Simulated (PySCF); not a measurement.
FH₃MoN₂O, SMILES [NH]=[Mo](=[NH])([OH])[F], multiplicity 1. Geometry: PBE-D3(BJ)/def2-SVP. The spin state was assumed, not searched. The structure was generated by enumeration; whether it is a known compound was not checked. The def2 effective core potentials stand for the cores of Mo; spin–orbit coupling is left out. The values are those of a single conformer.

Method: PBE-D3(BJ)/def2-SVP (PySCF).

Harmonic wavenumbers (cm⁻¹): 180, 231, 239, 246, 275, 313, 391, 519, 588, 659, 668, 719, 745, 973, 995, 3504, 3523, 3732. Rotational constants (GHz): 3.665, 3.202, 3.059; symmetry number 1.

Question: Work out the zero-point energy and the ideal-gas rigid-rotor harmonic-oscillator thermochemistry at 298.15 K and 1 atm.

Answer: ZPE = ½ Σ hcν = ½ × 18499 cm⁻¹ = 110.65 kJ/mol. H − E(el) = 131.57 kJ/mol. Entropy in J/(mol K): translation 172.20, rotation 111.28, vibration 59.45, total 342.92. G − E(el) = 29.32 kJ/mol. Cp = 110.53 J/(mol K).
